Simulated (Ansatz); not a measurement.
[II2]- (I3⁻). Total charge -1; singlet. Geometry relaxed at PBE-D4/def2-SVPD.

| atom | x (Å) | y (Å) | z (Å) |
| --- | --- | --- | --- |
| I1 | -0.0001 | 0.0000 | 0.0000 |
| I2 | -1.0892 | -1.0140 | -2.6015 |
| I3 | 1.0893 | 1.0140 | 2.6015 |

In the def2 sets I takes a core potential; there is no spin–orbit coupling.

Problem. Estimate the harmonic wavenumbers at RKS PBE-D4/def2-SVPD (Ansatz, unscaled). Is this a minimum?

Solution. 53, 53, 102, 139 cm⁻¹. Yes, no mode is imaginary beyond noise. Zero-point energy 2.1 kJ/mol. Hardware: 4 threads of Intel Xeon on a shared host. Wall time 30 s.
